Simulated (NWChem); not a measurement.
System: CH4O2Si, singlet; SMILES CO[Si]O

Input file for NWChem:

```
start job
memory heap 200 mb stack 900 mb global 1100 mb
geometry units angstroms
  Si     0.463831    -0.132576     0.665423
  O      1.666719     0.673279    -0.048041
  H      1.593424     1.058695    -0.924645
  O     -0.670338    -0.009872    -0.530162
  C     -1.962701    -0.503051    -0.562085
  H     -2.655091     0.315161    -0.778429
  H     -2.047374    -1.254003    -1.353001
  H     -2.243460    -0.961814     0.390424
end
basis spherical
  * library def2-svp
end
dft
  xc pbe0
  iterations 150
end
driver
  maxiter 120
end
task dft optimize
task dft freq
```

Low-valent species are run as closed-shell singlets; no triplet was tried in these runs.

The level has its own optimisation; frequencies are unscaled. Brackets give each atom's bonded neighbours.

### Question
Predict the main results of this run. (PBE0/def2-SVP.) Quantities: r O–Si [O(HSi)–Si(OO)] (Å); r O–Si [O(CSi)–Si(OO)] (Å); r H–O (Å); r C–O (Å); highest harmonic frequency (cm⁻¹); lowest (cm⁻¹); zero-point energy (kcal/mol); dipole (D).

### Answer
The r O–Si [O(HSi)–Si(OO)] (Å) is 1.662 and the r O–Si [O(CSi)–Si(OO)] (Å) is 1.680. The r H–O (Å) is 0.967. The r C–O (Å) is 1.402. The highest harmonic frequency (cm⁻¹) comes out as 3847, the lowest (cm⁻¹) is 127 and the zero-point energy (kcal/mol) is 35.5. The dipole (D) is 2.11.
